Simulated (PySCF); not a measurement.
# Core-level binding energies of SiHMe2(SiH3)

Compound: SiHMe2(SiH3), C2H10Si2.
Z-matrix (Å and degrees, PBE0-D3(BJ)/def2-SVP geometry), rows numbered from 1:
```
Si
H   1  1.5004
C   1  1.8859  2  109.21
H   3  1.1008  1  111.18  2    59.31
H   3  1.1015  1  110.65  2   -60.80
H   3  1.1010  1  110.65  2   179.45
C   1  1.8858  2  109.33  3  -121.32
H   7  1.1004  1  111.26  2   -59.24
H   7  1.1007  1  110.68  2  -179.39
H   7  1.1015  1  110.67  2    60.87
Si  1  2.3494  2  107.90  3   119.37
H  11  1.4975  1  111.56  2   -57.06
H  11  1.4994  1  110.19  2  -176.79
H  11  1.4979  1  111.18  2    63.70
```

The calculation used PySCF 2.14.0, delta-SCF UKS SCAN, pcX-2 on the ionised atom, pcseg-1 elsewhere, spin-free X2C. Each binding energy is the total energy of the core-ionised species, with the hole localised on one atom, minus that of the ground state; both are solved self-consistently, so orbital relaxation is included.

Task: What binding energy does each computed site have?

Result: 
```json
{"atom(s)": "Si1", "bonded to": "2 C, H and Si", "level": "Si 2p3/2", "binding energy (eV)": "106.06", "2p1/2 (eV)": "106.68", "above the level's lowest (eV)": "0.00", "count": "1"}
{"atom(s)": "Si11", "bonded to": "3 H and Si", "level": "Si 2p3/2", "binding energy (eV)": "106.21", "2p1/2 (eV)": "106.83", "above the level's lowest (eV)": "+0.15", "count": "1"}
{"atom(s)": "C3/C7", "bonded to": "3 H and Si", "level": "C 1s", "binding energy (eV)": "290.12", "2p1/2 (eV)": "–", "above the level's lowest (eV)": "0.00", "count": "2"}
{"atom(s)": "Si1", "bonded to": "2 C, H and Si", "level": "Si 1s", "binding energy (eV)": "1845.80", "2p1/2 (eV)": "–", "above the level's lowest (eV)": "0.00", "count": "1"}
{"atom(s)": "Si11", "bonded to": "3 H and Si", "level": "Si 1s", "binding energy (eV)": "1845.90", "2p1/2 (eV)": "–", "above the level's lowest (eV)": "+0.10", "count": "1"}
```

The 2 Si 1s values lie within 0.10 eV of each other; Gaussian lines of 0.5 eV full width would blend them into one maximum.

The 2 Si 2p3/2 values lie within 0.15 eV of each other.

Task: What is the longest wavelength that can ionise Si 1s of Si11 vertically?

Result: λ = hc/E = 12398.42 eV Å / 1845.90 eV = 6.717 Å.

Task: Which effective nuclear charge Zeff reproduces each element's mean 1s value in the hydrogen-like formula E = 13.606 eV × Zeff²?

Result: C (Z = 6): mean 290.1 eV, Zeff = 4.62, Z − Zeff = 1.38; Si (Z = 14): mean 1845.9 eV, Zeff = 11.65, Z − Zeff = 2.35. Means run over the listed sites, weighted by atom count.

Atoms equivalent by their bonding share one computed value, that of the first of them. For 2p shells one spin-free hole was relaxed; a mean-field spin–orbit operator and the ground-state splitting of the three 2p orbitals were then diagonalised within the shell. The shell's mean is (2 × 2p3/2 + 2p1/2)/3, and the degeneracies 2j + 1 give areas of 2:1. 2p1/2 minus 2p3/2 (ligand field included): Si 0.62 eV. Geometry: PBE0-D3(BJ)/def2-SVP; no solvent, vibrations or thermal averaging.

Time: 21 s wall; peak memory 0.50 GiB. Hardware: one thread of an Arm Neoverse V2, shared host.
